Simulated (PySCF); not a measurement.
**Löwdin shares of the frontier orbitals**

Species: C5H11GaSi.
Cartesian coordinates in Å at the GFN2-xTB level; atoms count from 1:
```xyz
18
C5H11GaSi angstrom
C     -3.1310   -1.6035    0.0867
Ga    -1.8575   -0.0165    0.1700
C     -2.4760    1.9213    0.0618
C      0.0636   -0.3740    0.3731
C      1.2502   -0.5977    0.4979
C      2.6672   -0.8391    0.6310
Si     3.7016    0.5234   -0.2266
H     -3.2489   -2.0675    1.0702
H     -4.1202   -1.2831   -0.2534
H     -2.7653   -2.3758   -0.5953
H     -3.2782    2.1082    0.7818
H     -1.6605    2.6199    0.2648
H     -2.8745    2.1457   -0.9320
H      2.9211   -0.8850    1.6935
H      2.9041   -1.8148    0.1985
H      3.3547    0.5708   -1.6467
H      3.4276    1.8110    0.4113
H      5.1131    0.1629   -0.0612
```

Method used: PySCF 2.14.0, density-fitted response routines, TDDFT wB97X-D/def2-SVPD, vertical, gas phase, core orbitals frozen in the response. Relativistic effects, spin–orbit coupling among them, are left out although an element past zinc is present.

Kohn–Sham orbitals with the atoms that hold most of them (Löwdin shares over 4%, at most four atoms; ? is withheld):

| orbital | ε (eV) | atoms |
| --- | --- | --- |
| LUMO+2 | 2.11 | Si7 32%, C6 12%, H18 7%, Ga2 7% |
| LUMO+1 | 1.43 | Ga2 59%, C3 5%, C1 5%, Si7 4% |
| LUMO | 0.51 | ? |
| HOMO | ? | C4 28%, C5 27%, C6 8%, C3 8% |
| HOMO-1 | -9.35 | ? |
| HOMO-2 | -9.82 | C1 19%, C3 18%, Ga2 16%, C4 15% |
| HOMO-3 | -10.62 | Ga2 22%, C4 22%, C3 17%, C1 17% |

(1) Which atoms hold the LUMO, and with what shares?

(2) Which atoms hold the HOMO-1, and with what shares?

(3) What is the HOMO energy, and the HOMO–LUMO gap?

Results:

(1) Ga2 (bonded to 3 C) 48%; C4 (bonded to C and Ga) 15%; C5 (bonded to 2 C) 9%; C3 (bonded to Ga and 3 H) 8%. By element: gallium 48%, carbon 33% or more.

(2) C4 (bonded to C and Ga) 38%; C5 (bonded to 2 C) 36%; C6 (bonded to C, Si and 2 H) 8%; Ga2 (bonded to 3 C) 6%. By element: carbon 82% or more, gallium 6%.

(3) ε(HOMO) = -8.78 eV; the gap is 9.29 eV (0.3413 hartree).

**Question.** The HOMO–LUMO gap is 9.29 eV. Where does the response calculation put the lowest singlet, and from which orbitals?

**Answer.** S1 is at 4.64 eV (f = 0.0036), 4.65 eV below the gap, made of HOMO→LUMO (93%). Without the coupling terms of the response equations the lowest excitation would equal the gap.

**Question.** One configuration dominates each of S1 and S6. Which, and how do the shares of the two leading atoms of either orbital change from the occupied to the empty one?

**Answer.** 
- S1 (4.64 eV, f 0.0036), HOMO→LUMO (93%): C4 28% → 15%, C5 27% → 9%, Ga2 at most 8% → 48%
- S6 (6.56 eV, f 0.046), HOMO→LUMO+1 (74%): C4 28% → at most 5%, C5 27% → at most 5%, Ga2 at most 8% → 59%, C3 8% → 5%

Löwdin shares depend on the basis, the more so with diffuse functions.
